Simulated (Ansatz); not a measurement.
FH3O3Zr (`[OH][Zr]([OH])([OH])[F]`), one more setting.

```yaml
crystal:
  periodic: [false, false, false]
  atoms:
    - {symbol: O, position_ang: [-1.105518, 1.368508, 0.521258]}
    - {symbol: Zr, position_ang: [0.105328, 0.148953, -0.334767]}
    - {symbol: O, position_ang: [1.675656, -0.100409, 0.741665]}
    - {symbol: O, position_ang: [-0.758633, -1.535173, -0.656261]}
    - {symbol: F, position_ang: [0.633956, 0.897043, -2.023345]}
    - {symbol: H, position_ang: [-1.590060, 1.933068, 1.114652]}
    - {symbol: H, position_ang: [2.366677, -0.414186, 1.315879]}
    - {symbol: H, position_ang: [-1.327407, -2.297804, -0.679072]}
basis:
  gaussian: {orbitals: def2-mTZVP, fitting: {mean_field: cc-pVTZ-jkfit}}
total_charge: -1
magnetization: {spin_polarized: false, initial_magnetization: 1}
hamiltonian: {xc: {name: wPBEh}}
output: {forces: true}
```

```sh
$ ansatz run in.yaml --threads 4 --pin off --events-out ev --progress --plain --max-ram 10444MiB
```

It prints (some lines left out):

```
Functional definition: wPBEh
Error: <dir> the basis set cc-pVTZ-JKFIT has no functions for Zr
```
